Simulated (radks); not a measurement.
Species: K IV. Configuration: [Ne] 3s2 3p4. All-electron calculation, scalar-relativistic Kohn-Sham, LDA (Slater exchange, Perdew-Wang correlation), spin-polarised, spherical densities, finite nucleus; open shells are filled with parallel spins first; Fermi nuclear charge, rms radius 3.4349 fm. Program: a radial shooting solver on a logarithmic mesh with Libxc functionals.

Normalised radial functions P(r) = r R(r), r in bohr:

r	3p up	3d up
0.003362	0.0009	0.0000
0.004309	0.0015	0.0000
0.005477	0.0023	0.0000
0.007019	0.0037	0.0000
0.008923	0.0059	0.0000
0.01134	0.0093	0.0000
0.01454	0.0147	0.0001
0.01848	0.0227	0.0002
0.02368	0.0354	0.0004
0.0301	0.0536	0.0008
0.03858	0.0811	0.0016
0.04904	0.1187	0.0030
0.06234	0.1693	0.0057
0.07989	0.2363	0.0109
0.1016	0.3129	0.0199
0.1301	0.3953	0.0360
0.1654	0.4610	0.0620
0.2103	0.4869	0.1030
0.2695	0.4382	0.1668
0.3426	0.2904	0.2537
0.4391	0.0265	0.3704
0.5582	-0.3059	0.5029
0.7096	-0.6419	0.6384
0.9093	-0.8896	0.7524
1.156	-0.9494	0.8021
1.481	-0.8102	0.7624
1.883	-0.5543	0.6337
2.413	-0.2864	0.4390
3.068	-0.1106	0.2481
3.9	-0.0293	0.1074
4.997	-0.0045	0.0318

3p up: eigenvalue -55.935 eV, 1 radial node at r = 0.448 bohr, <r> = 1.29 bohr, 90 % of the charge inside 1.96 bohr. 3d up (empty): eigenvalue -30.512 eV, 0 radial nodes, <r> = 1.52 bohr, 90 % of the charge inside 2.45 bohr.
